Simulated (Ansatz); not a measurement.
Basis-set extrapolation for C2H4BClO (`ClBC1CO1`) (PBE0-D4/def2-TZVP geometry, frozen core, Ansatz 0.2.0). Multiplicity 1, RHF reference.

```csv
,def2-TZVPP,def2-QZVPP
HF,-637.176845,-637.197484
MP2 correlation,-0.849213,-0.914423
CCSD(T) correlation,-0.924775,not run
```

Energies in hartree. Use E(X) = E(∞) + A·exp(−7.88·√X) for Hartree–Fock and E(X) = E(∞) + B·X^(−2.97) for correlation, with X = 3 and 4, and add CCSD(T) minus MP2 of the smaller set to the MP2 limit.

Question: What is the CCSD(T) energy at the basis-set limit?

Answer: HF limit: -637.197484 + (-0.020639) × 0.13774 = -637.20033. MP2 limit: -0.914423 + (-0.065210) × 0.74074 = -0.96273. Higher-order term: -0.924775 − (-0.849213) = -0.07556. Total: -638.23862 hartree, 86.0 kcal/mol below CCSD(T)/def2-TZVPP.
